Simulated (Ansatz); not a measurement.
Consider the formal exchange of groups at the Si–O bond: `CO[SiH](O)C=O` + `CC#CCF` → `O=C[SiH](O)CF` + `CC#COC`.

Isolated molecules relaxed with PBE0-D4/def2-TZVP in Ansatz; ΔE leaves out vibrations. CBS: MP2 limit from def2 TZ/QZ plus the TZ coupled-cluster correction, frozen cores. Functionals use def2-TZVPP. Each species was taken in one conformer, which may not be the lowest.

```csv
species,B2PLYP energy (Eh)
`CO[SiH](O)C=O`,-594.86124
`CC#CCF`,-255.11469
`O=C[SiH](O)CF`,-618.83749
`CC#COC`,-231.06458
```

Task: Work out ΔE.

Result: ΔE = (-618.83749) + (-231.06458) − (-594.86124) − (-255.11469) = 0.07386 Eh = +46.3 kcal/mol. CCSD(T)/CBS gives +47.2 kcal/mol.

Largest T1 diagnostic among the species: 0.014.

From PBE to PBE0 (25 % exact exchange), in def2-TZVPP and without D4, ΔE moves by +2.0 kcal/mol.
